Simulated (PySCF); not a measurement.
## The second ionisation energy along the 5d series

Calculated with PySCF 2.14 from differences of total energies of unrestricted determinants, without spin-orbit coupling. Values in eV. The last column holds reference values (NIST; (s) semi-empirical, (t) theoretical, else measured). Unmarked ones compare directly (S terms, centres of terms, or small fine structure); those marked * lie between the lowest fine-structure levels and include a spin-orbit shift.

```json
{"element": "Hf (x2c-TZVPPall, spin-free X2C)", "configurations": "[Xe] 4f14 5d1 6s2 → [Xe] 4f14 5d2", "LDA": "15.355", "PBE0": "n/a", "r2SCAN": "n/a", "MP2 (valence)": "n/a", "SCS-MP2 (valence)": "n/a", "CCSD (valence)": "n/a", "reference": "14.61 ± 0.04 (t) *"}
{"element": "Ta (x2c-TZVPPall, spin-free X2C)", "configurations": "[Xe] 4f14 5d3 6s1 → [Xe] 4f14 5d3", "LDA": "15.881", "PBE0": "15.319", "r2SCAN": "15.628", "MP2 (valence)": "14.579", "SCS-MP2 (valence)": "14.354", "CCSD (valence)": "14.655", "reference": "16.2 ± 0.5 (s) *"}
{"element": "W (x2c-TZVPPall, spin-free X2C)", "configurations": "[Xe] 4f14 5d4 6s1 → [Xe] 4f14 5d4", "LDA": "16.705", "PBE0": "16.143", "r2SCAN": "16.501", "MP2 (valence)": "15.520", "SCS-MP2 (valence)": "15.218", "CCSD (valence)": "15.572", "reference": "16.37 ± 0.15 (s) *"}
{"element": "Re (x2c-TZVPPall, spin-free X2C)", "configurations": "[Xe] 4f14 5d5 6s1 → [Xe] 4f14 5d5", "LDA": "17.450", "PBE0": "16.873", "r2SCAN": "17.273", "MP2 (valence)": "16.339", "SCS-MP2 (valence)": "15.954", "CCSD (valence)": "16.378", "reference": "16.6 ± 0.5 (s)"}
{"element": "Os (x2c-TZVPPall, spin-free X2C)", "configurations": "[Xe] 4f14 5d6 6s1 → [Xe] 4f14 5d6", "LDA": "17.924", "PBE0": "17.329", "r2SCAN": "17.674", "MP2 (valence)": "16.848", "SCS-MP2 (valence)": "16.507", "CCSD (valence)": "16.802", "reference": "17 ± 1 (s) *"}
{"element": "Ir (x2c-TZVPPall, spin-free X2C)", "configurations": "[Xe] 4f14 5d7 6s1 → [Xe] 4f14 5d7", "LDA": "18.397", "PBE0": "17.770", "r2SCAN": "18.088", "MP2 (valence)": "17.340", "SCS-MP2 (valence)": "17.037", "CCSD (valence)": "17.257", "reference": "17 ± 0.3 (s) *"}
{"element": "Pt (x2c-TZVPPall, spin-free X2C)", "configurations": "[Xe] 4f14 5d9 → [Xe] 4f14 5d8", "LDA": "19.677", "PBE0": "18.885", "r2SCAN": "18.879", "MP2 (valence)": "18.678", "SCS-MP2 (valence)": "18.565", "CCSD (valence)": "18.469", "reference": "18.56 ± 0.12 *"}
{"element": "Au (x2c-TZVPPall, spin-free X2C)", "configurations": "[Xe] 4f14 5d10 → [Xe] 4f14 5d9", "LDA": "21.453", "PBE0": "20.758", "r2SCAN": "20.724", "MP2 (valence)": "20.815", "SCS-MP2 (valence)": "20.646", "CCSD (valence)": "20.485", "reference": "20.203 ± 0.025 *"}
{"element": "Hg (x2c-TZVPPall, spin-free X2C)", "configurations": "[Xe] 4f14 5d10 6s1 → [Xe] 4f14 5d10", "LDA": "19.434", "PBE0": "18.704", "r2SCAN": "18.965", "MP2 (valence)": "18.512", "SCS-MP2 (valence)": "18.313", "CCSD (valence)": "18.294", "reference": "18.757"}
```

"Valence" correlates the outer s and p shells and, in groups 3 to 12 and the f block, the outer d or f shell, open or full, or the next shell where the ion has no valence electron left; the wider scheme adds the next inner shell.
